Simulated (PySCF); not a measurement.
## Assignment exercise: C₄H₈OSi

Molfile (atoms numbered from 1):
```
C4H8OSi
     RDKit          3D

 14 13  0  0  0  0  0  0  0  0999 V2000
    3.1048    0.2459    0.2342 C   0  0  0  0  0  0  0  0  0  0  0  0
    1.7624   -0.2489    0.0201 C   0  0  0  0  0  0  0  0  0  0  0  0
    0.6467   -0.6699   -0.1575 C   0  0  0  0  0  0  0  0  0  0  0  0
   -1.0775   -1.2841   -0.4397 Si  0  0  0  0  0  4  0  0  0  0  0  0
   -2.1258   -0.0687   -0.6997 O   0  0  0  0  0  0  0  0  0  0  0  0
   -2.4330    1.0159    0.1149 C   0  0  0  0  0  0  0  0  0  0  0  0
    3.5909   -0.3254    1.0251 H   0  0  0  0  0  0  0  0  0  0  0  0
    3.0762    1.2966    0.5233 H   0  0  0  0  0  0  0  0  0  0  0  0
    3.6877    0.1478   -0.6816 H   0  0  0  0  0  0  0  0  0  0  0  0
   -1.2246   -1.9819   -1.7086 H   0  0  0  0  0  0  0  0  0  0  0  0
   -1.4441   -2.0596    0.7543 H   0  0  0  0  0  0  0  0  0  0  0  0
   -2.8759    0.6844    1.0585 H   0  0  0  0  0  0  0  0  0  0  0  0
   -1.5376    1.6023    0.3382 H   0  0  0  0  0  0  0  0  0  0  0  0
   -3.1510    1.6451   -0.4136 H   0  0  0  0  0  0  0  0  0  0  0  0
  1  2  1  0
  2  3  3  0
  3  4  1  0
  4  5  1  0
  5  6  1  0
  1  7  1  0
  1  8  1  0
  1  9  1  0
  4 10  1  0
  4 11  1  0
  6 12  1  0
  6 13  1  0
  6 14  1  0
M  END
```

How the numbers were obtained: GIAO PBE0/pcSseg-1 shieldings, GFN2-xTB geometry, in PySCF 2.14.0 with density-fitted response routines (averaged over atoms made equivalent by symmetry, fast rotation or ring inversion, gas phase, one computed conformer, non-relativistic Hamiltonian).

Referencing at the same level of theory: ¹³C (σref 186.93) and ¹H (σref 31.72) against TMS.

Question: Assign these signals to the numbered atoms. ¹³C{¹H} NMR (computed): δ 113.0 (C), 84.4 (C), 53.0 (CH3), 5.9 (CH3).

Answer: 
113.0 → C2, alkyne carbon
84.4 → C3, alkyne carbon: the triple bond shields along its axis, which puts it between sp3 and sp2 carbons
53.0 → C6, methyl carbon bonded to O: deshielded by the electronegative neighbour
5.9 → C1, propargylic methyl carbon: saturated and bonded to C and H only

Question: Assign these signals to the numbered atoms. ¹H NMR (600 MHz, computed): δ 4.92 (s, 2H), 3.80 (s, 3H), 2.09 (s, 3H).

Answer: 
| δ (ppm) | atoms | environment | reason |
| --- | --- | --- | --- |
| 4.92 | H10/H11 | hydrogen on a silicon bonded to C, O | – |
| 3.80 | H12/H13/H14 | hydrogen on a methyl carbon bonded to O | its carbon carries O, an electronegative neighbour |
| 2.09 | H7/H8/H9 | hydrogen on a propargylic methyl carbon | – |

Shifts are as computed. Against solution values, carbons near 30 ppm lie about +3 ppm off and those near 130 ppm about +5 ppm. Of 1211 compounds with measured shifts, 218 miss one by over three times the rms of a fit or turn the order of signals round; such compounds aren't used in these exercises. Multiplicities follow the n + 1 count of equivalent neighbours, as no J values were calculated; m marks all less simple cases, F and P coupling included.
